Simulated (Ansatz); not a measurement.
Geometry optimisation, Ansatz 0.2.0, RKS PBE0/def2-SVP.

Input file:

```yaml
crystal:
  periodic: [false, false, false]
  atoms:
    - { symbol: Ti, position_ang: [-0.069364, 0.073111, -0.084238] }
    - { symbol: F, position_ang: [-0.181535, 0.152623, 1.700034] }
    - { symbol: Cl, position_ang: [1.96074, 0.389904, -0.842348] }
    - { symbol: O, position_ang: [-0.986781, 1.410688, -0.68286] }
    - { symbol: H, position_ang: [-1.895062, 1.683215, -0.865279] }
    - { symbol: Cl, position_ang: [-1.099773, -1.681705, -0.898414] }
    - { symbol: "N", position_ang: [1.508132, -2.314877, 1.465496] }
    - { symbol: H, position_ang: [0.808653, -2.804938, 0.91334] }
    - { symbol: H, position_ang: [2.215188, -1.922435, 0.84878] }
    - { symbol: H, position_ang: [1.053002, -1.550487, 1.996389] }
basis:
  gaussian: { orbitals: def2-SVP }
hamiltonian:
  xc: pbe0
relax:
  f_tol: 0.03
  max_steps: 50
```

Run as:

```bash
$ ansatz run input.yaml --threads 4 --pin off --max-ram 5120MiB --backend cpu --events-out ev --progress --plain --runs-dir out
```

Task: Where does it end, and by what steps?

Result: The forces met the threshold. The force dipped under the threshold on the way, but the program's further checks kept it going. After 35 steps the energy has fallen by 0.803 eV; H10 moved furthest, 0.86 Å. Joined: Ti1–N7 (3.25 → 2.29 Å).

| step | energy less start (eV) | largest force component (eV/Å) | accepted |
| --- | --- | --- | --- |
| 0 | 0.0000 | 1.224 | yes |
| 2 | -0.0599 | 0.581 | yes |
| 4 | -0.0768 | 0.301 | yes |
| 6 | -0.0934 | 0.206 | yes |
| 8 | -0.1235 | 0.410 | yes |
| 10 | -0.5265 | 2.032 | yes |
| 12 | -0.7152 | 1.190 | no |
| 14 | -0.7600 | 0.146 | yes |
| 16 | -0.7621 | 0.511 | yes |
| 18 | -0.7745 | 0.177 | yes |
| 20 | -0.7795 | 0.185 | yes |
| 22 | -0.7843 | 0.045 | yes |
| 24 | -0.7862 | 0.028 | yes |
| 26 | -0.7891 | 0.194 | yes |
| 28 | -0.7989 | 0.036 | yes |
| 30 | -0.7736 | 0.706 | no |
| 32 | -0.8023 | 0.103 | yes |
| 34 | -0.8030 | 0.045 | yes |
| 35 | -0.8032 | 0.004 | yes |

```xyz
10
Properties=species:S:1:pos:R:3
Ti -0.072 -0.087 0.228
F -0.472 0.082 1.916
Cl 1.948 0.648 -0.401
O -1.042 1.183 -0.477
H -1.371 1.520 -1.316
Cl -1.013 -1.773 -0.923
N 1.182 -1.826 1.039
H 0.593 -2.534 1.477
H 1.695 -2.276 0.281
H 1.864 -1.502 1.726
```

Whether the end is a true minimum wasn't checked by a vibrational analysis.

Time of the run: 64 s on 4 threads of Intel(R) Xeon(R) 6975P-C (Granite Rapids), on a shared host, peak memory 0.39 GiB.
